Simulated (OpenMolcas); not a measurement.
**N3+: CASPT2 settings compared**

- Program: OpenMolcas 26.06
- Basis: ANO-L-VQZP [5s4p3d2f]
- Scalar Hamiltonian: non-relativistic, point nucleus
- Active space: 2 electrons in 4 orbitals (2s 2p)
- State averaging: 2S+1 = 3 even, 3 roots; 2S+1 = 1 even, 6 roots; 2S+1 = 3 odd, 3 roots; 2S+1 = 1 odd, 3 roots
- Spin-orbit coupling: state interaction with AMFI integrals over the reference wave functions, term energies averaged over their components

Methods on the same reference wave functions:
A. CASSCF
B. SS-CASPT2, IPEA 0.1 Eh, sigma2 regulariser 0.05 Eh (closed shells correlated: 1s)
C. XMS-CASPT2, IPEA 0.4 Eh, imaginary shift 0.5 Eh (closed shells correlated: 1s)
D. XMS-CASPT2, IPEA 0.5 Eh, imaginary shift 0.2 Eh (closed shells correlated: none)

Energies in cm⁻¹ above 2s² ¹S₀, the measured ground level; measured values from Moore, Selected Tables of Atomic Spectra, NSRDS-NBS 3, section 4.

```json
{"Level": "2s² ¹S₀", "A": "0.0", "B": "0.0", "C": "0.0", "D": "0.0", "Measured": "0.0"}
{"Level": "2s 2p ³P°₀", "A": "67861", "B": "66990", "C": "67170", "D": "67370", "Measured": "67209"}
{"Level": "2s 2p ³P°₁", "A": "67930", "B": "67060", "C": "67230", "D": "67440", "Measured": "67272"}
{"Level": "2s 2p ³P°₂", "A": "68068", "B": "67190", "C": "67370", "D": "67580", "Measured": "67416"}
{"Level": "2s 2p ¹P°₁", "A": "142245", "B": "132240", "C": "132260", "D": "133070", "Measured": "130694"}
```

Deviations, from unrounded energies. A percentage is the sum of absolute deviations over the sum of measured energies, with the sign that they share, or ± where signs differ.

```tsv
Against measurement	Levels	A	B	C	D
mean absolute deviation (cm-1)	4	3400	550	420	720
other configurations (%)	4	+4.1	±0.7	±0.5	+0.9
```

C lies closest to measurement on these levels and A furthest from it. The largest miss of C in the table is 2s 2p ¹P°₁, by +1600 cm-1. The ranking rests on the paired levels alone, and a cruder setting can come out closer through cancelling errors.

Among B to D the level of the table that moves most is 2s 2p ¹P°₁, by 830 cm-1 (lowest in B, highest in D). Moves below CASPT2's spread within the term are not significant.

The lowest spin-free term lies below A's lowest term by 0.010 hartree in B, 0.011 hartree in C, 0.004 hartree in D.

Measured partners are found by configuration, term and J. A level has none where our copy of the source lacks it or the pairing is in doubt (some pairs that miss far off the trend of their configuration count as doubtful), and it then counts in no deviation. Only configurations of the active space appear. The table leaves out levels that lie high or whose names do not pair safely across all columns.

° marks odd parity.
